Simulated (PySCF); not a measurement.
**Structure from 2D NMR**

Compound of formula C₆H₅F₃N₂. Correlations simulated from computed shifts and the bond graph:

HSQC (one-bond C–H):
```tsv
δH	δC
7.88	130.2
7.58	130.5
3.10	25.2
```

COSY cross peaks (H two or three bonds apart, from the bond graph; peaks can be absent where the dihedral angle is near 90°):
```tsv
δH	δH
7.88	7.58
```

HMBC (two and three bonds, from the bond graph):
```tsv
δH	δC
7.88	165.9, 155.9, 132.3, 130.5
7.58	165.9, 155.9, 130.2, 25.2
3.10	165.9, 130.5
```

Carbons without hydrogens: δ 165.9, 155.9, 132.3.

- NMR shieldings at PBE0/pcSseg-1/GIAO
- coordinates at the GFN2-xTB level
- program: PySCF 2.14.0 with density-fitted response routines
- non-relativistic, averaged over atoms made equivalent by symmetry, fast rotation or ring inversion, no solvent, a single conformation

Shifts are taken against calculated references (same method and geometry level): TMS for 1H and 13C.

Exchangeable hydrogens are left out of these lists.

Which molecule is this?

Results:

`Cc1ccc(C(F)(F)F)nn1`.

Mapped SMILES: `[CH3:1][c:2]1[cH:3][cH:4][c:5]([C:6]([F:7])([F:8])[F:9])[n:10][n:11]1`; H(Xn) means a hydrogen on atom n.

1. δC 165.9 is C2, a substituted aromatic carbon next to a ring nitrogen.
2. δC 155.9 is C5, a substituted aromatic carbon next to a ring nitrogen.
3. δC 132.3 is C6, a CF3 carbon.
4. δC 130.5 is C3, an aromatic CH (δH 7.58).
5. δC 130.2 is C4, an aromatic CH (δH 7.88).
6. δC 25.2 is C1, a methyl carbon on an aromatic ring (δH 3.10).
7. HMBC from δH 7.88 reaches the proton-free carbons C2, C5, C6.
8. HMBC from δH 7.58 reaches the proton-free carbons C2, C5.
9. HMBC from δH 3.10 reaches the proton-free carbon C2.
10. COSY links 7.88–7.58.

This is the structure that produced the data.

Shifts are as computed. Against solution values, carbons near 30 ppm lie about +3 ppm off and those near 130 ppm about +5 ppm. Of 1211 compounds with measured shifts, 218 miss one by over three times the rms of a fit or turn the order of signals round; such compounds aren't used in these exercises.
